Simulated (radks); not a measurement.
Species: Tl+. Configuration: [Hg].

Method: scalar-relativistic Kohn-Sham, PBE, spin-polarised, spherical densities, finite nucleus; Fermi nuclear charge, rms radius 5.4759 fm; computed with a radial shooting solver on a logarithmic mesh with Libxc functionals.

Energy parts (eV):
total: -550772.15
kinetic: 619950.66
electron-nucleus: -1372651.89
Hartree: 212217.04
exchange-correlation: -10287.96

Orbitals (lengths in bohr, moments of r in powers of bohr; r(max) is where P^2 peaks):
orbital  occ.  eigenvalue (eV)   r(max)
1s          2        -85588.00  0.01004
2s          2        -15246.09  0.05815
2p          6        -13119.08  0.04833
3s          2        -3644.754   0.1639
3p          6        -3032.200   0.1638
3d         10        -2396.204   0.1334
4s          2        -819.0904   0.3689
4p          6        -618.2032   0.3890
4d         10        -382.3237   0.3954
5s          2        -138.1798   0.8080
4f         14        -121.3194   0.3580
5p          6         -83.3985   0.9046
5d         10         -22.7614    1.115
6s          2         -16.2999    2.047

The highest occupied level is 6s at -16.300 eV. Summed over all electrons, <r^2> = 52.04 bohr^2, which gives a Langevin (diamagnetic) susceptibility term of -41.2 x 10^-6 cm^3/mol. The density falls to 0.001 e/bohr^3 at r = 3.95 bohr.
